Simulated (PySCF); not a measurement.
Atom-mapped SMILES (the numbers label the heavy atoms): `[CH:1]#[C:2][C@H:3]1[SiH2:4][CH2:5][N:6]1[CH:7]=[CH2:8]`. Each H is labelled by its parent atom. Ha(Si4), Ha(C5) are cis to C2 on the ring; Ha(C8) is cis to N6; Hb(Si4), Hb(C5) are trans to C2 on the ring; Hb(C8) is trans to N6.

All values are calculated (PySCF 2.14): geometry from GFN2-xTB, PBE0/pcSseg-1 with gauge-including orbitals. Isolated molecule, no relativistic terms, one conformer.

Shifts are taken against calculated references (same method and geometry level): 13C against TMS.

Task: Do the 13C shifts follow the atomic charges (in e)? Tabulate both.

Result: 
```tsv
atoms	hybridisation	δ (ppm)	σ para (ppm)	Hirshfeld	IAO	Mulliken	ESP-fitted
C7	sp2	147.3	-212	-0.01	-0.04	+0.11	+0.03
C2	sp	87.7	-163	-0.05	-0.05	+0.29	+0.13
C8	sp2	85.2	-154	-0.17	-0.43	-0.27	-0.64
C1	sp	82.0	-154	-0.12	-0.25	-0.38	-0.52
C3	sp3	45.8	-107	-0.05	-0.28	-0.26	-0.17
C5	sp3	38.2	-102	-0.11	-0.43	-0.25	-0.25
```

Correlation coefficients of δ with charge over these carbons: Hirshfeld +0.44, IAO +0.69, Mulliken +0.53, ESP-fitted +0.28; with the paramagnetic shielding -0.99. With so few points, grouped by hybridisation, these coefficients are fragile. Charge is one influence among several: hybridisation and low-lying excitations act through the paramagnetic term.

Shifts are as computed. Against solution values, carbons near 30 ppm lie about +3 ppm off and those near 130 ppm about +5 ppm. Of 1309 compounds with measured shifts, 239 miss one by over three times the rms of a fit or turn the order of signals round; such compounds aren't used in these exercises.
